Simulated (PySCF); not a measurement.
Cd(Me)(OSiH3), SMILES [SiH3][O][Cd][CH3] (CH6CdOSi) (PBE0/def2-SVP optimised geometry):

```
10

Cd    -1.019     0.578     0.000
C     -3.102     0.628    -0.068
H     -3.457     1.668    -0.073
H     -3.518     0.114     0.810
H     -3.460     0.125    -0.978
O      0.953     0.578     0.000
Si     2.263    -0.186     0.612
H      2.381    -0.018     2.102
H      3.518     0.354    -0.001
H      2.238    -1.668     0.355
```

Level of theory: PBE0/def2-TZVP, def2 effective core potentials past Kr run with PySCF.

What are the frontier orbital energies and the dipole moment?

HOMO-2 -8.52 eV, HOMO-1 -7.84 eV, HOMO -7.75 eV, LUMO -0.86 eV, LUMO+1 -0.22 eV; dipole moment 3.25 D.

On the same geometry PBE/def2-TZVP, def2 effective core potentials past Kr (PySCF 2.14.0) gives HOMO-2 -7.46 eV, HOMO-1 -6.48 eV, HOMO -6.33 eV, LUMO -1.70 eV, LUMO+1 -0.92 eV; dipole moment 3.28 D.
